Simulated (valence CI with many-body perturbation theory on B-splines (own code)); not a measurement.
The numbers below are computed, except where a source is named.
Hyperfine factors and g values of Yb LXIV

Method: configuration interaction combined with many-body perturbation theory (CI+MBPT): five valence electrons over a frozen Dirac-Fock core [He], radial functions for each j: 11 s, 11 p, 10 d, 8 f, 5 g, 2 h, with the one-electron correlation potential Σ1 (screened to all orders), the two-electron term Σ2, the three-electron term Σ3, Breit, model QED; selected single and double excitations, second order for the rest, scaled by the run's own slope (own B-spline code, finite nucleus).

The last digits are not significant, and no measured levels were compared; by estimate large intervals hold to a few tenths of a per cent, small ones and those within an open d or f shell to about a per cent. Among the levels kept, up to 7400 cm⁻¹ of a level comes from second order outside the variational space, and about a tenth of that is noise between levels of different J, which matters for small intervals.

A/g_I is the dipole constant over the nuclear g factor μ/I (μ in nuclear magnetons, uniformly magnetised nucleus), B/Q the quadrupole constant per barn. Both hold the static response of the core; the bare values leave it out. Large factors of s and p1/2 electrons are usually good to 5 to 10 %; those of open d and f shells near neutrality can be off by tens of per cent, and small factors of p3/2, d and f electrons come from cancelling terms and can be off by a factor of two or in sign, in half-filled shells by more. B is blank for J = 1/2, where it vanishes, and for nearly pure S terms. Energies count from the lowest level.

Levels are named by their leading jj configuration (3d3/2^4 stands for four electrons in 3d with j = 3/2), which in mixed levels can hold well under half, so a name can repeat and another be missing. Letters in brackets count levels of one name in rising energy.

```
                             Level  E (eV)      g  A/g_I (MHz)  A/g_I bare  B/Q (MHz/b)  B/Q bare
        (2s^2 2p1/2^2 2p3/2) J=3/2     0.0  1.319       680000      696000      1320000   1320000
        (2s^2 2p1/2 2p3/2^2) J=3/2  1071.0  1.436      -326000     -302000        81600     81700
        (2s^2 2p1/2 2p3/2^2) J=5/2  1093.8  1.166      1720000     1720000        -4040     -4050
        (2s^2 2p1/2 2p3/2^2) J=1/2  1141.8  0.622      5810000     5780000                       
        (2s 2p1/2^2 2p3/2^2) J=5/2  1388.6  1.449      4090000     4060000       190000    191000
        (2s 2p1/2^2 2p3/2^2) J=1/2  1486.9  2.008     1.77e+07    1.75e+07                       
        (2s 2p1/2^2 2p3/2^2) J=3/2  1488.2  1.174     -2720000    -2650000      -164000   -164000
              (2s^2 2p3/2^3) J=3/2  2215.0  1.287       706000      721000     -1400000  -1400000
      (2s 2p1/2 2p3/2^3) J=3/2 [a]  2485.3  1.585      4140000     4110000     -1060000  -1060000
          (2s 2p1/2 2p3/2^3) J=5/2  2525.2  1.283      5140000     5110000     -1550000  -1550000
          (2s 2p1/2 2p3/2^3) J=1/2  2584.1  1.354     -6640000    -6520000                       
      (2s 2p1/2 2p3/2^3) J=3/2 [b]  2593.0  1.014       162000      196000      -410000   -411000
           (2p1/2^2 2p3/2^3) J=3/2  2943.5  1.302       660000      690000     -1350000  -1350000
                (2s 2p3/2^4) J=1/2  3672.7  1.867     1.78e+07    1.76e+07                       
             (2p1/2 2p3/2^4) J=1/2  4042.6  0.622      5830000     5790000                       
           (2s^2 2p1/2^2 3s) J=1/2  7867.2  1.994      5080000     5040000                       
        (2s^2 2p1/2^2 3p1/2) J=1/2  7963.5  0.647      1710000     1700000                       
        (2s^2 2p1/2^2 3p3/2) J=3/2  8295.0  1.323       199000      205000       392000    393000
        (2s^2 2p1/2^2 3d3/2) J=3/2  8380.1  0.783       117000      117000        67800     68400
        (2s^2 2p1/2^2 3d5/2) J=5/2  8475.2  1.189        41700       41800        64100     64800
   (2s^2 2p1/2 2p3/2 3s) J=3/2 [a]  8951.5  1.656      1120000     1130000       859000    860000
       (2s^2 2p1/2 2p3/2 3s) J=1/2  8961.2  1.295     -2470000    -2430000                       
       (2s^2 2p1/2 2p3/2 3s) J=5/2  8970.9  1.310      2610000     2600000      1280000   1280000
   (2s^2 2p1/2 2p3/2 3s) J=3/2 [b]  8977.2  0.957      1550000     1560000       760000    761000
    (2s^2 2p1/2 2p3/2 3p1/2) J=1/2  9046.8  1.729     -1350000    -1320000                       
(2s^2 2p1/2 2p3/2 3p1/2) J=3/2 [a]  9053.0  1.129      1180000     1190000       268000    269000
    (2s^2 2p1/2 2p3/2 3p1/2) J=5/2  9066.3  1.047      1940000     1940000      1270000   1270000
(2s^2 2p1/2 2p3/2 3p1/2) J=3/2 [b]  9104.3  1.308      1050000     1060000      1310000   1310000
       (2s 2p1/2^2 2p3/2 3s) J=5/2  9228.6  1.594      4890000     4860000      1330000   1330000
   (2s 2p1/2^2 2p3/2 3s) J=3/2 [a]  9256.2  1.434      5540000     5500000       721000    723000
       (2s 2p1/2^2 2p3/2 3s) J=1/2  9316.8  0.861     -6060000    -5950000                       
   (2s 2p1/2^2 2p3/2 3s) J=3/2 [b]  9326.6  1.367     -1360000    -1310000       979000    981000
(2s 2p1/2^2 2p3/2 3p1/2) J=3/2 [a]  9334.9  1.670      5620000     5580000       909000    911000
    (2s 2p1/2^2 2p3/2 3p1/2) J=5/2  9335.9  1.337      4270000     4250000      1290000   1290000
(2s^2 2p1/2 2p3/2 3p3/2) J=5/2 [a]  9371.0  1.409      -206000     -192000      1380000   1380000
(2s^2 2p1/2 2p3/2 3p3/2) J=1/2 [a]  9376.1  1.510     -1580000    -1560000                       
(2s^2 2p1/2 2p3/2 3p3/2) J=3/2 [a]  9379.3  1.139      1790000     1790000      -851000   -852000
    (2s^2 2p1/2 2p3/2 3p3/2) J=7/2  9386.2  1.218      1220000     1220000      1690000   1690000
(2s^2 2p1/2 2p3/2 3p3/2) J=3/2 [b]  9406.6  1.403      -128000     -111000       188000    189000
(2s^2 2p1/2 2p3/2 3p3/2) J=5/2 [b]  9413.1  1.178      1510000     1510000       143000    143000
```

(1) Take the isotope of mass number 171, with I = 1/2, μ = 0.4923 μN. What is the hyperfine structure of (2s^2 2p1/2 2p3/2^2) J=5/2?

## Answers

(1) From the table A = 1690000 MHz. Shifts from the centre of gravity in MHz: F = 2: -2960000, F = 3: 2110000.
